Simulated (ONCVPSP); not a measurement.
Configuration tests for P (ONCV)

```
Element                 : P (Z = 15)
Generator               : ONCVPSP 4.0.1
Type                    : optimised norm-conserving Vanderbilt (ONCV)
Functional              : PBE
Relativity              : scalar-relativistic
Frozen core             : [He]
Valence charge          : 13
Reference configuration : 2s2 2p6 3s2 3p1 (charge +2)
Partial waves           : 2s+3s: rc 0.70 bohr, ncon 4, nbas 7, qcut 18.1 1/bohr, 2 projectors; 2p+3p: rc 0.70 bohr, ncon 3, nbas 6, qcut 24.8 1/bohr, 2 projectors
Local potential         : polynomial inside 0.45 bohr (lpopt 4, dvloc0 0 Ha)
Core correction         : none
```

Energies are relative to the spin-unpolarised reference configuration 2s2 2p6 3s2 3p1; without spin polarisation the order of configurations can differ from experiment.

| valence configuration | charge | ΔE all-electron (eV) | error AE − PS (meV) |
| --- | --- | --- | --- |
| 2s2 2p6 3s2 3p3 | 0 | -28.877 | +1.4 |
| 2s2 2p6 3s2 3p2 | +1 | -19.147 | +0.6 |
| 2s2 2p6 3s2 3p0 | +3 | 29.739 | +0.9 |
| 2s2 2p6 3s1 3p4 | 0 | -20.342 | +3.5 |

Levels in the configuration 2s2 2p6 3s2 3p2:

| level | all-electron (eV) | pseudo (eV) |
| --- | --- | --- |
| 2s | -184.625 | -184.624 |
| 2p | -135.148 | -135.168 |
| 3s | -23.287 | -23.286 |
| 3p | -14.215 | -14.215 |
